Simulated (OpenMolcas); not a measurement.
## Fe⁵⁺: effect of the active space

```
Program             : OpenMolcas
Method              : SS-CASPT2 or its RAS form, IPEA 0.25 Eh, imaginary shift 0.1 Eh
Basis               : ANO-RCC-VQZP
Scalar Hamiltonian  : DKH2, point nucleus
Spin-orbit coupling : state interaction with AMFI integrals over the reference wave functions, term energies averaged over their components
```

A. 3 electrons in 5 orbitals (3d); 2S+1 = 4 even, 10 roots; 2S+1 = 2 even, 40 roots; closed shells correlated: 3s 3p; CASPT2 step roughly 22 core-seconds
B. 9 electrons in 8 orbitals (RAS1 3p, at most 2 holes; RAS2 3d); 2S+1 = 4 even, 10 roots; 2S+1 = 2 even, 40 roots; closed shells correlated: 3s; CASPT2 step about 60 core-seconds
C. 3 electrons in 10 orbitals (3d 4d); 2S+1 = 4 even, 10 roots; 2S+1 = 2 even, 40 roots; closed shells correlated: 3s 3p; CASPT2 step of the order of 8 core-minutes

Energies in cm⁻¹ above 3d³ ⁴F_3/2, the measured ground level; measured values from Corliss and Sugar, J. Phys. Chem. Ref. Data 11, 135 (1982).

| Level | A | B | C | Measured |
| --- | --- | --- | --- | --- |
| 3d³ ⁴F_3/2 | 0.0 | 0.0 | 0.0 | 0.0 |
| 3d³ ⁴F_5/2 | 520 | 534 | 523 | 511 |
| 3d³ ⁴F_7/2 | 1220 | 1251 | 1227 | 1188 |
| 3d³ ⁴F_9/2 | 2070 | 2130 | 2090 | 2001 |
| 3d³ ⁴P_1/2 | 19630 | 19480 | 19450 | 18738 |
| 3d³ ⁴P_3/2 | 19830 | 19660 | 19640 | 18942 |
| 3d³ ⁴P_5/2 | 20450 | 20330 | 20300 | 19611 |
| 3d³ ²G_7/2 | 20890 | 20980 | 20830 | 20616 |
| 3d³ ²G_9/2 | 21600 | 21700 | 21560 | 21315 |
| 3d³ ²P_1/2 | 28410 | 27000 | 26920 | 26496 |
| 3d³ ²H_9/2 | 28920 | 29000 | 29180 | 28724 |
| 3d³ ²D_5/2(1) | 29290 | 29610 | 29300 | 28484 |
| 3d³ ²H_11/2 | 29440 | 29530 | 29720 | 29203 |
| 3d³ ²F_7/2 | 47330 | 47280 | 47340 | 46217 |
| 3d³ ²F_5/2 | 47630 | 47590 | 47640 | 46604 |
| 3d³ ²D_5/2(2) | 74290 | 73420 | 74310 | 71708 |
| 3d³ ²D_3/2(2) | 74640 | 73850 | 74630 | 72049 |

Deviations, from unrounded energies. A percentage is the sum of absolute deviations over the sum of measured energies, with the sign that they share, or ± where signs differ.

```
                        Against measurement  Levels     A     B     C
             mean absolute deviation (cm-1)      16   860   680   760
      fine structure of the ground term (%)       3  +3.1  +5.7  +3.7
other terms of the ground configuration (%)      13  +3.0  +2.4  +2.7
```

B lies closest to measurement on these levels and A furthest from it. The largest miss of B in the table is 3d³ ²D_3/2(2), by +1800 cm-1. The ranking rests on the paired levels alone, and a cruder setting can come out closer through cancelling errors.

The two smallest mean deviations differ by little beside CASPT2's spread within terms, so their order carries little weight.

Among A to C the level of the table that moves most is 3d³ ²P_1/2, by 1500 cm-1 (lowest in C, highest in A). Moves below CASPT2's spread within the term are not significant.

Term energies are means over components that CASPT2 splits; among the terms shown or strongly mixed into the levels shown the widest spread is 920 cm-1 (3d³ ²H, A). The CASPT2 spread within a term exceeds the gap to the next term for 3d³ ²P and 3d³ ²D(1), 3d³ ²D(1) and 3d³ ²H, so the order of their levels is uncertain, and so are names and mixing where such terms share a J (figures for A; the like holds for B). Active for correlation alone: 3p; no level in the range computed is led by a configuration that opens it, so any true level of that kind is missing (holds for B). Active for correlation alone: 4d; no level in the range computed is led by a configuration that fills it, so any true level of that kind is missing (holds for C). Computed and measured levels are paired by configuration, term and J; levels that our copy of the source lacks, or whose pairing is in doubt (as where it misses far off the trend of its configuration), stay unpaired and out of the deviations. Only configurations of the active space appear. Levels that lie high or do not pair safely by name in every column are left out.

A number in round brackets counts repeated terms of one configuration in the order of the reference energies.
